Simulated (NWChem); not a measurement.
A series in which one site is exchanged, each optimised at PBE0/def2-SVP with NWChem, gas phase unless a solvent is named. This build's default masses of Se (78.918 u) and Br (79.917 u) are each other's, which moves their modes by up to 0.6 %.

A: [NH3]->[CuH] (CuNH4; site = H)
B: [NH3]->[Cu][Cl] (CuNH3Cl; site = Cl)
C: [NH3]->[Cu][Br] (CuNH₃Br; site = Br)
D: [NH3]->[Cu][F] (CuNH$_{3}$F; site = F)

Rank them by dipole (D), PBE0/def2-SVP, lowest first.

A (6.83), D (8.56), B (9.14), C (9.35)
